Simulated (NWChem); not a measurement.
System: SiF₃, doublet; SMILES F[Si](F)F

```xyz
4

F      1.4578     0.3523    -0.2046
Si     0.0000     0.0000     0.3757
F     -1.0341     1.0864    -0.2046
F     -0.4238    -1.4387    -0.2046
```
Atoms are numbered in this order, from 1.

Computed with NWChem. Pople sets run with spherical d functions. Spin-unrestricted. In the optimisation the excess spin sits in a (C3, its own frame). The geometry was optimised at PBE0/def2-SVP, spin-unrestricted. No stability test was run on the SCF state. Level: M06-2X/6-31G* with SMD (1 M gas to 1 M solution), gas-phase geometry. Reactions with the solvent are ignored.

For solvent acetone:

```
Item                                         Result
-------------------------------------------  ------
solvation free energy (kcal/mol)               -2.1
cavity-dispersion-structure term (kcal/mol)     0.3
```

Question: What are these values for solvent water?

Answer: 
| Quantity | Result |
|---|---|
| solvation free energy (kcal/mol) | 0.0 |
| cavity-dispersion-structure term (kcal/mol) | 2.4 |
